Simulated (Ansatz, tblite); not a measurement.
Removing an electron: the cluster B4P4⁻. The state is a doublet with charge -1. Geometry: B3LYP-D4/def2-SVPD. Ansatz, gas phase; energy differences of separate SCF runs; the oxidised species is a singlet (the triplet lies 0.23 eV higher at PBE0-D4/def2-TZVPD).

```
atom    x (Å)    y (Å)    z (Å)
  B1  -0.6593   1.2288  -0.7534
  B2   0.6597  -1.2294   0.7539
  B3  -0.8855  -0.2502   0.3666
  B4   0.8854   0.2504  -0.3668
  P5  -2.3162   0.8674  -0.1336
  P6   2.3190  -0.8569   0.1477
  P7  -0.9054  -1.7777   1.4677
  P8   0.9024   1.7677  -1.4821
```

The xTB rows come from tblite. Correlated methods freeze 24 core orbitals. The rows differ in basis, and correlated rows in double-zeta sets carry the largest basis error. The structure comes from a short search, and lower isomers may exist.

Problem. Estimate orbital energies and vertical ionisation energies at: GFN1-xTB; GFN2-xTB; PBE-D4/def2-TZVPD; PBE0-D4/def2-TZVPD; CCSD/def2-SVPD; CCSD(T)/def2-SVPD.

Solution. 
| level | −HOMO (eV) | vertical IE (eV) | −LUMO (eV) | HOMO–LUMO gap (eV) | remarks |
| --- | --- | --- | --- | --- | --- |
| GFN1-xTB | – | 6.15 | – | – | – |
| GFN2-xTB | – | 7.08 | – | – | – |
| PBE-D4/def2-TZVPD | 0.98 | 3.15 | 0.47 | 0.51 | restricted SCF unstable in HF (singlet) |
| PBE0-D4/def2-TZVPD | 1.85 | 3.36 | -0.08 | 1.93 | restricted SCF unstable in HF (singlet) |
| CCSD/def2-SVPD | – | 3.11 | – | – | restricted SCF unstable (singlet), spin-contaminated (⟨S²⟩ 0.98) (-1 doublet) |
| CCSD(T)/def2-SVPD | – | 2.94 | – | – | restricted SCF unstable (singlet), spin-contaminated (⟨S²⟩ 0.98) (-1 doublet) |

Run but left out: HF/def2-SVPD (neutral singlet: restricted singlet, unstable towards broken spin symmetry); MP2/def2-SVPD (doublet: ⟨S²⟩ 0.98, where a pure state has 0.75).  HOMO and LUMO are the levels of the spin that leaves or enters (xTB has no such levels and no spin-polarisation term). Other spin states of the ions may lie lower, which would lower the ionisation energy or raise the affinity. Raw xTB energy differences between charge states are shifted by several eV; the methods need an empirical correction for them.
